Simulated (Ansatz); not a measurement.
`[OH][Ga]([F])[O][SiH3]` + H–F → `[OH][Ga]([F])[F]` + `O[SiH3]` at 500 K and 1 bar (ligand exchange at a Ga–O bond).

Isolated molecules relaxed with PBE0-D4/def2-TZVP in Ansatz; ΔE leaves out vibrations. CCSD(T)/CBS adds triple-zeta CCSD(T) − MP2 to the extrapolated MP2 energy (def2 sets, frozen cores). This one scheme is used for every species. For Ga outer-core shells are correlated without core-valence functions, which leaves a few kJ/mol of doubt a bond. Scalar relativity is left out up to krypton. Each species was taken in one conformer, which may not be the lowest.

```csv
species,CCSD(T)/CBS energy (Eh),H − E (kJ/mol),S (J/(mol·K))
`[OH][Ga]([F])[O][SiH3]`,-2465.70830,169.6,458.5
H–F,-100.39570,39.4,188.7
`[OH][Ga]([F])[F]`,-2199.41346,80.0,355.7
`O[SiH3]`,-366.69042,127.5,292.9
```

H − E and S are ideal-gas, rigid-rotor, harmonic terms from PBE0-D4/def2-TZVP, for one conformer and one mirror image of each species. 1 Eh = 2625.50 kJ/mol, R = 8.31446 J/(mol·K).

Q: By hand: ΔE, ΔH, ΔS and ΔG.

A: ΔE = (-2199.41346) + (-366.69042) − (-2465.70830) − (-100.39570) = 0.00012 Eh = 0.3 kJ/mol. Δ(H − E) = 80.0 + 127.5 − 169.6 − 39.4 = -1.5, so ΔH = -1.2 kJ/mol. ΔS = 355.7 + 292.9 − 458.5 − 188.7 = 1.4 J/(mol·K). ΔG = -1.2 − 500 × (1.4)/1000 = -1.9 kJ/mol.

Q: By hand: the equilibrium constant, and the temperature at which ΔG would vanish if ΔH and ΔS stayed fixed.

A: log₁₀ K = −ΔG/(RT ln 10) = 0.2. ΔH and −TΔS have one sign here, so there is no such temperature. One of them is within its doubt of zero, so this could turn.

TΔS isn't small against ΔH here. The sign of ΔG lies within the doubt. A doubt of 5 kJ/mol in ΔE shifts log₁₀ K by 0.5 here. Other conformers and mirror images would add mixing entropy, several J/(mol·K) or more a flexible species. Modes under 60 cm⁻¹, often nearly free rotors, make the harmonic entropy too high. These are equilibria of isolated gas molecules and say nothing of rates. Largest T1 diagnostic: 0.015 (customary marks: 0.02 for closed shells, 0.045 for open ones).
